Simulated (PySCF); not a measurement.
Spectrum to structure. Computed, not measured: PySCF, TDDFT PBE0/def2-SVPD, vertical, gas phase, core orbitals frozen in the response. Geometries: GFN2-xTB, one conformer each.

```csv
state,E (eV),λ (nm),f
S1,6.51,190.3,0.320
S2,6.54,189.5,0.0045
S3,6.90,179.7,0.0023
S4,6.98,177.7,0.0005
S5,7.11,174.5,0.0073
S6,7.44,166.7,0.0013
```

Triplets computed (Tamm–Dancoff): 4.17, 6.02 eV.

Orbital energies (eV): HOMO-3 -9.36, HOMO-2 -9.13, HOMO-1 -8.94, HOMO -7.52, LUMO -0.45, LUMO+1 0.59, LUMO+2 0.73.

Problem. Which candidate is it? All have the formula C5H6ClF.
A. `F[C@@H]1C[C@@]12C[C@H]2Cl`
B. `C=C(Cl)/C=C(/C)F`
C. `FC[C@H]1C/C1=C/Cl`

Solution. C. Its S1 lies at 6.51 eV; the nearest of the others has S1 at 6.80 eV. S1 is HOMO→LUMO (92%). Löwdin shares by element: HOMO carbon 53% or more, chlorine 33%; LUMO carbon 64% or more, chlorine 10% (atoms not listed hold the other 27%). At the same level the other candidates give, for their lowest levels:
- `C=C(Cl)/C=C(/C)F`: 5.48 eV (f 0.576); 5.98 eV (f 0.000); 6.18 eV (f 0.001); 6.29 eV (f 0.072); 6.45 eV (f 0.000); T1 3.06 eV; HOMO -6.74, LUMO -1.07 eV
- `F[C@@H]1C[C@@]12C[C@H]2Cl`: 6.80 eV (f 0.003); 7.25 eV (f 0.005); 7.48 eV (f 0.017); 7.61 eV (f 0.011); 7.94 eV (f 0.040); T1 6.15 eV; HOMO -7.83, LUMO 0.51 eV

Shape of the structure used: `[F:1][CH2:2][C@H:3]1[CH2:4]/[C:5]1=[CH:6]/[Cl:7]`: F1–C2–C3–C4 86°.
